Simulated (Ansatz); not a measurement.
`C[S][AlH][GeH3]` + `F[SiH]1CN1` → `F[SiH]1C[N]1[GeH3]` + `C[S][AlH2]`  (cleavage of the Ge–Al bond)

Program: Ansatz. Geometries: PBE0-D4/def2-TZVP. ΔE: electronic, gas phase. CCSD(T)/CBS is the MP2 limit (def2-TZVPP, def2-QZVPP) plus CCSD(T) − MP2 in def2-TZVPP, frozen cores. DFT in def2-TZVPP. B3LYP here is the variant with VWN-RPA as its local correlation; programs differ in this. For Ge outer-core shells are correlated without core-valence functions, which leaves a few kJ/mol of doubt a bond. Scalar relativity is left out up to krypton. Each species was taken in one conformer, which may not be the lowest.

| level | ΔE (kJ/mol) | difference from CCSD(T)/CBS |
| --- | --- | --- |
| PBE0-D4 | 19.3 | 10.5 |
| B3LYP-D4 | 8.6 | -0.2 |
| ωB97X-V | 5.8 | -3.0 |
| B3LYP | 11.1 | 2.3 |
| SCS-MP2/def2-TZVPP | -6.2 | -15.0 |
| CCSD(T)/def2-TZVPP | 4.6 | -4.2 |
| MP2/def2-QZVPP | -0.3 | -9.1 |
| SCS-MP2/def2-QZVPP | -4.6 | -13.4 |
| HF/CBS(def2) | -12.7 | -21.5 |
| CCSD/CBS(def2) | 7.7 | -1.1 |
| CCSD(T)/CBS | 8.8 | 0 |

Largest T1 diagnostic among the species: 0.012.

In def2-TZVPP, CCSD(T) changes the Hartree–Fock value by +15.9 kJ/mol (the triples alone add +1.1 kJ/mol) and MP2 by +9.0 kJ/mol. From PBE to PBE0 (25 % exact exchange), in def2-TZVPP and without D4, ΔE moves by −4.9 kJ/mol.
